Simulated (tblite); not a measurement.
Species: C6H9NSi.
Bonds: Si1–C2, C2–C3, C3–C4 (aromatic), C4–C5 (aromatic), C5–C6 (aromatic), C6–N7 (aromatic), N7–C8 (aromatic), C3–C8 (aromatic). Hydrogens: H9, H10, H11 on Si1; H12, H13 on C2; H14 on C4; H15 on C5; H16 on C6; H17 on C8.

Computed with GFN2-xTB (tblite), gas phase: Langevin dynamics at 300 K from the optimised GFN2-xTB geometry, time step 0.5 fs, friction 0.01 fs⁻¹, 2000 steps.

Start geometry:
```
atom  x, y, z in Å
Si1    -2.438    0.760   -0.376
C2     -1.194   -0.589   -0.916
C3      0.093   -0.429   -0.187
C4      1.098    0.415   -0.650
C5      2.263    0.556    0.084
C6      2.384   -0.153    1.270
N7      1.439   -0.958    1.726
C8      0.333   -1.087    1.017
H9     -3.683    0.550   -1.117
H10    -1.874    2.072   -0.695
H11    -2.670    0.649    1.063
H12    -1.618   -1.572   -0.714
H13    -1.025   -0.516   -1.992
H14     0.966    0.951   -1.580
H15     3.058    1.201   -0.256
H16     3.272   -0.079    1.883
H17    -0.410   -1.759    1.431
```

The statistics below take the 31 frames saved every 25 fs from 250 to 1000 fs; their kinetic temperature (all 3N coordinates) averages 283 K.

Problem. How do the bond lengths spread?

Solution. 
```json
{"bond": "Si1–C2", "start (Å)": "1.913", "mean (Å)": "1.924", "standard deviation (Å)": "0.051", "shortest (Å)": "1.822", "longest (Å)": "2.015"}
{"bond": "C2–C3", "start (Å)": "1.487", "mean (Å)": "1.493", "standard deviation (Å)": "0.028", "shortest (Å)": "1.435", "longest (Å)": "1.562"}
{"bond": "C3–C4", "start (Å)": "1.392", "mean (Å)": "1.396", "standard deviation (Å)": "0.026", "shortest (Å)": "1.352", "longest (Å)": "1.440"}
{"bond": "C4–C5", "start (Å)": "1.384", "mean (Å)": "1.387", "standard deviation (Å)": "0.027", "shortest (Å)": "1.333", "longest (Å)": "1.450"}
{"bond": "C5–C6", "start (Å)": "1.387", "mean (Å)": "1.382", "standard deviation (Å)": "0.027", "shortest (Å)": "1.342", "longest (Å)": "1.431"}
{"bond": "C6–N7", "start (Å)": "1.322", "mean (Å)": "1.324", "standard deviation (Å)": "0.020", "shortest (Å)": "1.275", "longest (Å)": "1.369"}
{"bond": "N7–C8", "start (Å)": "1.320", "mean (Å)": "1.320", "standard deviation (Å)": "0.021", "shortest (Å)": "1.276", "longest (Å)": "1.358"}
{"bond": "C3–C8", "start (Å)": "1.393", "mean (Å)": "1.402", "standard deviation (Å)": "0.026", "shortest (Å)": "1.338", "longest (Å)": "1.444"}
{"bond": "Si1–H9", "start (Å)": "1.464", "mean (Å)": "1.469", "standard deviation (Å)": "0.024", "shortest (Å)": "1.417", "longest (Å)": "1.518"}
{"bond": "Si1–H10", "start (Å)": "1.464", "mean (Å)": "1.466", "standard deviation (Å)": "0.021", "shortest (Å)": "1.432", "longest (Å)": "1.512"}
{"bond": "Si1–H11", "start (Å)": "1.462", "mean (Å)": "1.471", "standard deviation (Å)": "0.037", "shortest (Å)": "1.404", "longest (Å)": "1.576"}
{"bond": "C2–H12", "start (Å)": "1.090", "mean (Å)": "1.093", "standard deviation (Å)": "0.021", "shortest (Å)": "1.047", "longest (Å)": "1.137"}
{"bond": "C2–H13", "start (Å)": "1.091", "mean (Å)": "1.098", "standard deviation (Å)": "0.031", "shortest (Å)": "1.029", "longest (Å)": "1.151"}
{"bond": "C4–H14", "start (Å)": "1.082", "mean (Å)": "1.086", "standard deviation (Å)": "0.026", "shortest (Å)": "1.029", "longest (Å)": "1.146"}
{"bond": "C5–H15", "start (Å)": "1.080", "mean (Å)": "1.090", "standard deviation (Å)": "0.044", "shortest (Å)": "0.994", "longest (Å)": "1.179"}
{"bond": "C6–H16", "start (Å)": "1.082", "mean (Å)": "1.087", "standard deviation (Å)": "0.020", "shortest (Å)": "1.043", "longest (Å)": "1.139"}
{"bond": "C8–H17", "start (Å)": "1.083", "mean (Å)": "1.089", "standard deviation (Å)": "0.041", "shortest (Å)": "1.003", "longest (Å)": "1.178"}
```

Problem. Follow the torsion Si1–C2–C3–C4 through every second one of these frames.

Solution. 
```tsv
t (fs)	Si1–C2–C3–C4 (°)
250	-73
300	-84
350	-81
400	-86
450	-81
500	-94
550	-84
600	-84
650	-66
700	-50
750	-68
800	-73
850	-77
900	-71
950	-88
1000	-72
```

Largest departure from the start value over all these frames: Si1–C2–C3–C4 36° (start -87°).

Problem. How widely does the potential energy scatter, against a harmonic estimate?

Solution. Mean 0.56 eV above the start, standard deviation 0.102 eV, range 0.41 to 0.78 eV. For 45 classical harmonic modes at 300 K the canonical values are 45kT/2 = 0.58 eV and kT·√(45/2) = 0.123 eV.

The run is classical and short, so these are rough statistics of one trajectory.

What follows is the cost of the whole dynamics run. Time: 14 s; peak memory 0.18 GiB. Hardware: Arm Neoverse V1, one thread, no GPU, shared host with 32 logical CPUs at a one-minute load of 21.
